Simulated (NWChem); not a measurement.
# CH3F3OSi; SMILES O[Si](F)(F)CF

```xyz
9

O     -1.6025    -0.1518    -0.3202
Si    -0.0226    -0.4349    -0.0078
F      0.1139    -1.5592     1.1201
F      0.7383    -1.0092    -1.2938
C      0.7684     1.1854     0.5531
F      0.0128     2.2104    -0.0587
H     -1.7864     0.7933    -0.4413
H      1.8142     1.2962     0.2459
H      0.7138     1.3236     1.6397
```
Atoms are numbered in this order, from 1.

Results from NWChem. Medium grid unless said otherwise, to which SCAN and Minnesota functionals are sensitive. The geometry was optimised at B3LYP/6-31G* (spherical d).

Question: Among these, which level gives the highest value of “dipole (D)”?
A. r2SCAN/def2-TZVP
B. CAM-B3LYP/def2-TZVP
C. TPSSh/def2-TZVP
D. PBE/def2-TZVP

Answer: B, CAM-B3LYP/def2-TZVP. Values: TPSSh/def2-TZVP 2.07; PBE/def2-TZVP 2.08; r2SCAN/def2-TZVP 2.10; CAM-B3LYP/def2-TZVP 2.19
